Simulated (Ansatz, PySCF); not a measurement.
CH3NO3Si, SMILES O=C=N[SiH](O)O. Atoms are numbered in the order given.

```xyz
9

Si    -0.9452    -0.0529     0.4302
O     -1.6928    -1.1836    -0.5037
O     -1.6034     1.4316     0.1135
N      0.7461     0.0626     0.0810
C      1.9265    -0.0813    -0.0866
O      3.0794    -0.1957    -0.2578
H     -1.1069    -0.4957     1.8244
H     -1.8433    -0.9664    -1.4318
H     -1.0153     2.1946     0.1529
```
Charge 0, spin multiplicity 1.

Coordinates come from a B3LYP-D3(BJ)/def2-SVP optimisation. The structure was generated by enumeration, and PubChem lists no compound with its InChIKey, so it may never have been made. Other conformers were not sampled.

Two levels are set side by side: PBE-D3(BJ)/def2-SVP (Ansatz, an electronic-structure program) and B3LYP-D3(BJ)/def2-SVP (Ansatz). Each level has its own optimised geometry; the coordinates shown are those of the second. Frequencies come from the Hessian of PySCF at each geometry. Differences are taken from unrounded values.

| quantity | B3LYP-D3(BJ) | PBE-D3(BJ) | PBE-D3(BJ) minus B3LYP-D3(BJ) |
|---|---|---|---|
| mean bond length (Å) | 1.351 | 1.362 | 0.011 |
| bond Si1–O2 (Å) | 1.646 | 1.659 | 0.013 |
| bond Si1–O3 (Å) | 1.655 | 1.668 | 0.013 |
| bond Si1–N4 (Å) | 1.731 | 1.741 | 0.010 |
| bond N4–C5 (Å) | 1.201 | 1.212 | 0.011 |
| bond C5–O6 (Å) | 1.171 | 1.181 | 0.010 |
| bond Si1–H7 (Å) | 1.472 | 1.486 | 0.014 |
| bond O2–H8 (Å) | 0.965 | 0.974 | 0.009 |
| bond O3–H9 (Å) | 0.964 | 0.973 | 0.009 |
| highest harmonic wavenumber (cm⁻¹) | 3883 | 3772 | -111 |
| mean harmonic wavenumber (cm⁻¹) | 1072 | 1040 | -32 |
| zero-point energy (kcal/mol) | 32.19 | 31.24 | -0.95 |

GGA bonds tend to be longer and softer than those of functionals with exact exchange. Differences between two approximate levels are no errors against the true value.
